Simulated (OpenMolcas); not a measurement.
Ru4+ with 6 ligands (fluoride) in octahedral coordination (Oh) at 1.93 Å. A charge of +0.333 e stands 2.6 Å behind each ligand. Ligand basis ANO-RCC-VDZP.
```
Ru    0.0000    0.0000    0.0000
F     1.9300    0.0000    0.0000
F     0.0000    1.9300    0.0000
F    -1.9300    0.0000    0.0000
F     0.0000   -1.9300    0.0000
F     0.0000    0.0000    1.9300
F     0.0000    0.0000   -1.9300
```

| Property | Result |
| --- | --- |
| Program | OpenMolcas 26.06 |
| Method | CASSCF |
| Basis | ANO-RCC-VTZP [7s6p4d2f1g] |
| Scalar Hamiltonian | DKH2, point nucleus |
| Active space | 4 electrons in 5 orbitals (4d) |
| State averaging | 2S+1 = 5 even, 5 roots; 2S+1 = 3 even, 45 roots; 2S+1 = 1 even, 50 roots |
| Spin-orbit coupling | RASSI with atomic mean-field integrals over the reference wave functions |

**Question.** What is the spin-free ground state (labels of O, the rotations of Oh)?

**Answer.** 3T1, 3-fold in its orbital part; d4 allows 2S+1 = 5, so this is a state of lower spin.

**Question.** Where is the first state of the same spin?

**Answer.** 3E at 24500 cm-1 above the ground state.

**Question.** What are the lowest two levels with spin-orbit coupling?

**Answer.** A 1-fold level, then a 3-fold level 777.2 cm-1 above it. Their leading multiplicities are 3 (97 %) and 3 (98 %).

**Question.** What is χT at 300 K, and how does it compare with the textbook value?

**Answer.** The lowest level has 2S+1 = 3, for which the spin-only value is χT = S(S+1) / 2 = 1.000 cm3 K/mol (g = 2). The computed 1.039 at 300 K differs by +0.039, through orbital momentum, spin-orbit coupling and any other state in reach. With a threefold ground state the orbital momentum is unquenched, so the spin-only value is not expected to hold.

**Question.** Which ligand-field parameters describe the states?

**Answer.** A least-squares ligand-field fit to the states below 45000 cm-1, each weighted by its degeneracy and with a free common offset, gives 10Dq = 27870 cm-1, B = 797 cm-1 and C = 3082 cm-1 (C/B = 3.87), with an rms deviation of 370 cm-1. The same method and metal basis give the free ion B = 952 cm-1 (fit to its terms below 60000 cm-1, rms deviation 30 cm-1), so the nephelauxetic ratio is β = 797 / 952 = 0.84; it hangs on how both fits weigh the states, and computed free-ion B values tend to be too large, so β mixes covalency with correlation.

An orbital triplet at a regular site is open to Jahn-Teller coupling, which can distort the site and quench the lowest spin-orbit gaps and is left out. Without dynamic correlation the repulsion within the d shell is too large (B by tens of per cent), so at a given field states of lower spin stand too high. This shell can be high or low spin here, a state of another spin lies low, and with metal d orbitals alone active their balance is uncertain, so the ground spin may be wrong, although the usual error favours high spin. The least metal-like active orbital is 76 % on the metal (Löwdin) and no ligand orbital is active, so the numbers are rough. With metal d orbitals alone the field can be off either way by tens of per cent. Ligand-to-metal charge-transfer states are missing. With no ligand orbital active B as a rule stays too high, so bands that hang on it stand too high and its fall with covalency is understated. No measured value stands beside these numbers; the geometry was imposed, not optimised, and the real ion may take another.
